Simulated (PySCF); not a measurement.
# What a mistake does to a calculation on B2CH5Si cation

Calculated results; nothing here was measured. The program is PySCF 2.14.0, an open-source quantum chemistry code, run on an isolated molecule that a program drew, which may never have been made. The molecule is B2CH5Si cation (charge +1, singlet), drawn as the SMILES string `B[SiH+]B=C`.

Each row is a Hartree-Fock (HF) and frozen-core CCSD(T) single point in the cc-pV(D+d)Z basis, meant for a local HF minimum. Run 1 is clean. Each other run has one planted mistake out of seven kinds, and not every kind appears here: one electron removed, one electron added, multiplicity raised by two, geometry at a saddle point, minimal basis STO-3G, one bond length entered in bohr, all coordinates scaled. The reference is restricted for singlets and unrestricted otherwise, and also for a bond in bohr. Adding or removing an electron swaps singlet and doublet. Electrons count all cores. HOMO and LUMO are orbital energies over both spins, the gradient is its largest component, and the lowest frequency (negative if imaginary) is given only where the gradient is small. Bond lengths are over the 8 bonds as drawn. T1 is the CCSD diagnostic: over 0.02 (restricted) or 0.045 (unrestricted) a single reference is doubtful.

Geometry of the clean run:
```xyz
9
B2CH5Si cation, angstrom
B    -2.5873   -0.5130    0.6208
Si   -1.8377    1.2243   -0.1383
B     0.0225    1.6080   -0.4192
C     1.3757    1.8873   -0.6253
H    -2.8636   -1.3853   -0.1392
H    -2.7358   -0.5946    1.7983
H    -2.7533    2.3092   -0.5211
H     1.7122    2.8355   -1.0362
H     2.1598    1.1740   -0.3866
```

```
run  electrons  basis functions  <S^2>  HOMO (eV)  LUMO (eV)  gradient (hartree/bohr)  lowest frequency (cm^-1)  mean bond (Å)  longest bond (Å)      T1  HF (hartree)  CCSD(T) (hartree)               mistake
  1         34               90  0.000     -14.13      -5.43                  2.8e-05                       107         1.4223             2.039  0.0198    -378.71443         -379.14399              no fault
  2         33               90  0.755     -22.32     -12.11                  5.4e-02                         -         1.4223             2.039  0.0166    -378.24216         -378.61635  one electron removed
  3         35               90  0.904      -7.23       0.76                  2.0e-02                         -         1.4223             2.039  0.0292    -378.94820         -379.38584                     ?
  4         34               90  0.000     -14.14      -6.15                  3.2e-05                      -174         1.4260             2.074  0.0215    -378.71019         -379.14055                     ?
```

**Which mistake was planted in run 3, and what did it cost?**

It counts 35 electrons, one more than the clean run, at the same geometry and basis. So the mistake is: one electron added. Subtracting run 1 and multiplying by 627.51 kcal/mol a hartree, the energy moved by -146.7 kcal/mol in HF and -151.8 kcal/mol in CCSD(T).

**Which mistake was planted in run 4, and what did it cost?**

The gradient is small, so the point is stationary, but the lowest frequency is imaginary (-174 cm^-1). So the mistake is: geometry at a saddle point. Subtracting run 1 and multiplying by 627.51 kcal/mol a hartree, the energy moved by 2.7 kcal/mol in HF and 2.2 kcal/mol in CCSD(T).

Cautions from the logs. Run 4: T1 is over the limit, so its CCSD(T) energy is less reliable.
